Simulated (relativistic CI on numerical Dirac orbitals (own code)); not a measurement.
**Electric-dipole transitions in Sc⁶⁺**

Calculated at this level of theory: Dirac-Coulomb-Breit CI, orbitals from a KLI potential per configuration, model QED (radiative potential, 1s self-energy scaled to tabulated hydrogen-like ionisation energies), unscaled Slater integrals (own radial code, finite nucleus).

Configuration list (outside the closed core [Ne]): 3s2.3p3, 3s.3p4, 3s2.3p2.3d, 3p5, 3s.3p3.3d, 3p4.3d, 3s2.3p2.4s, 3s.3p2.3d2, 3s2.3p2.4p, 3s2.3p2.4d, 3s2.3p2.4f, 3s.3p3.4s, 3s2.3p2.5s, 3s2.3p2.5p, 3s2.3p.3d2, 3s2.3d3, 3s.3p.3d3, 3s2.3d2.4s, 3s2.3d2.4p, 3s2.3d2.4d, 3p3.3d2, 3p2.3d3, 3p2.3d2.4s, 3p2.3d2.4p, 3p2.3d2.4d. Double excitations out of closed p, d and f shells are left out; levels of such configurations are missing from the list, as are those of other unlisted configurations, and high levels can miss mixing partners. These lack a partner that the ground configuration has and come out too high: 3s2.3p2.4f, 3s.3p3.4s, 3s2.3p2.5s, 3s2.3p2.5p.

```tsv
λ vac (Å)	Lower	Upper	A (s⁻¹)	gf	Branching (%)
278.85	3s2.3p3 2D°_3/2 [2]	3s2.3p2.3d 2F_5/2 [38]	6.82e+10	4.77e+00	93.6
278.87	3s2.3p3 2D°_5/2 [3]	3s2.3p2.3d 2F_7/2 [39]	7.28e+10	6.79e+00	100.0
279.97	3s.3p4 4P_5/2 [6]	3s.3p3.3d 4D°_7/2 [85]	5.31e+10	4.99e+00	96.0
281.24	3s.3p4 4P_3/2 [7]	3s.3p3.3d 4D°_5/2 [86]	3.71e+10	2.64e+00	68.1
281.52	3s.3p4 2D_5/2 [10]	3s.3p3.3d 2F°_7/2 [107]	4.25e+10	4.04e+00	93.5
282.26	3s.3p4 2D_3/2 [9]	3s.3p3.3d 2F°_5/2 [104]	3.88e+10	2.78e+00	90.8
282.58	3s2.3p3 2P°_1/2 [4]	3s2.3p2.3d 2D_3/2 [46]	5.19e+10	2.49e+00	80.4
284.15	3s2.3p3 2P°_3/2 [5]	3s2.3p2.3d 2D_5/2 [45]	6.33e+10	4.60e+00	97.2
285.45	3s.3p4 2D_5/2 [10]	3s.3p3.3d 2D°_5/2 [103]	2.87e+10	2.10e+00	70.4
287.58	3s2.3p2.3d 4F_3/2 [14]	3s2.3p.3d2 4F°_3/2 [139]	4.30e+10	2.13e+00	65.7
288.05	3s2.3p2.3d 4F_5/2 [15]	3s2.3p.3d2 4F°_5/2 [140]	3.67e+10	2.74e+00	57.3
288.65	3s2.3p3 4S°_3/2 [1]	3s2.3p2.3d 4P_1/2 [30]	5.98e+10	1.49e+00	99.2
288.75	3s2.3p2.3d 4F_7/2 [16]	3s2.3p.3d2 4F°_7/2 [141]	3.69e+10	3.69e+00	62.2
289.34	3s2.3p3 4S°_3/2 [1]	3s2.3p2.3d 4P_3/2 [29]	5.95e+10	2.99e+00	99.8
290.05	3s2.3p2.3d 2P_3/2 [11]	3s.3p3.3d 2P°_3/2 [121]	4.06e+10	2.05e+00	61.5
290.05	3s2.3p2.3d 4F_9/2 [17]	3s2.3p.3d2 4F°_9/2 [143]	4.77e+10	6.02e+00	74.2
290.59	3s2.3p3 4S°_3/2 [1]	3s2.3p2.3d 4P_5/2 [28]	5.85e+10	4.45e+00	99.6
294.18	3s.3p4 4P_5/2 [6]	3s.3p3.3d 4P°_5/2 [80]	2.94e+10	2.29e+00	71.2
294.60	3s2.3p3 2D°_3/2 [2]	3s2.3p2.3d 2D_3/2 [34]	4.04e+10	2.10e+00	83.1
295.18	3s.3p4 4P_5/2 [6]	3s.3p3.3d 4S°_3/2 [77]	2.65e+10	1.39e+00	62.4
295.66	3s2.3p3 2D°_5/2 [3]	3s2.3p2.3d 2D_5/2 [33]	3.91e+10	3.08e+00	87.7
298.76	3s2.3p3 2P°_3/2 [5]	3s2.3p2.3d 2P_3/2 [37]	3.90e+10	2.09e+00	79.3
302.13	3s2.3p2.3d 4F_9/2 [17]	3s2.3p.3d2 4D°_7/2 [127]	2.40e+10	2.63e+00	57.3
313.86	3s2.3p2.3d 2G_7/2 [24]	3s2.3p.3d2 2G°_7/2 [156]	3.27e+10	3.86e+00	69.7
313.89	3s2.3p2.3d 2G_9/2 [25]	3s2.3p.3d2 2G°_9/2 [157]	3.39e+10	5.01e+00	71.9
314.72	3s.3p4 2D_5/2 [10]	3s.3p3.3d 2P°_3/2 [90]	3.67e+10	2.18e+00	79.4
316.57	3s2.3p2.3d 4P_5/2 [28]	3s2.3p.3d2 4D°_7/2 [164]	4.38e+10	5.27e+00	55.1
322.43	3s2.3p3 2D°_3/2 [2]	3s.3p4 2P_1/2 [27]	3.40e+10	1.06e+00	78.7
326.71	3s2.3p3 2D°_5/2 [3]	3s.3p4 2P_3/2 [26]	3.17e+10	2.03e+00	73.6
354.35	3s2.3p2.3d 4F_9/2 [17]	3s.3p3.3d 4D°_7/2 [99]	1.81e+10	2.73e+00	40.5
```

Terms are leading LS components. Brackets give the number of a level in order of energy, since labels repeat. The list gives strong lines, with weight on those to low levels, without lines whose two gauges differ by over a factor of 2.5, among the lowest 200 of 3032 levels, so that lines to higher ones, which can be the strongest, are missing. Levels whose partners in the same complex of configurations lie outside the list can be far off, and so can their lines. Rates are taken at the computed energies, electric ones in the length gauge.

At this charge configurations can still be misplaced by up to about 7 % of their energy. 7 of the 7 excited levels that our extract of the measured tables holds in this range could be paired (the sources list more); they are missed by 10642 cm⁻¹ on average and 21348 at most, and levels without a partner can miss by more. Some levels of the ground configuration have no partner and can miss by 10 % or more.

LS names give the leading component of a level, which can be under half, so a name can repeat, a term be missing and a line seem to break the LS rules.
